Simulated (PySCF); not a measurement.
Worked example: oscillator strength and radiative lifetime

Si(H)2(SH)2 (H4S2Si), SMILES S[SiH2]S.

The structure is a stationary point at B3LYP-D3(BJ)/def2-TZVP. Other conformers were not sampled.

TDDFT-PBE0/def2-SVPD run with PySCF 2.14.0 puts the first singlet state with f over 0.02 at 6.18 eV (vertical), with the transition dipole (0.619, -0.355, 0.000) in atomic units.

### Question
Find the oscillator strength, the wavelength and the radiative lifetime that this transition would have in vacuum if emission retraced absorption.

### Answer

|μ|² = 0.5092 au, so |μ| = 1.81 D. ΔE = 6.18/27.211 = 0.2271 hartree. f = (2/3) ΔE |μ|² = 0.077 (the program prints 0.077).
λ = 1239.84/6.18 = 201 nm; ν = 49845 cm⁻¹.
Einstein's coefficient A = 0.6670 ν² f s⁻¹ (ν in cm⁻¹) = 1.3e8 s⁻¹, so τ = 1/A = 7.8 ns. This state is S3; the lower singlets have f = 0.006, 0.000. The figure is the radiative limit of this one transition; relaxation, internal conversion, crossing to triplets and a medium change what is measured.
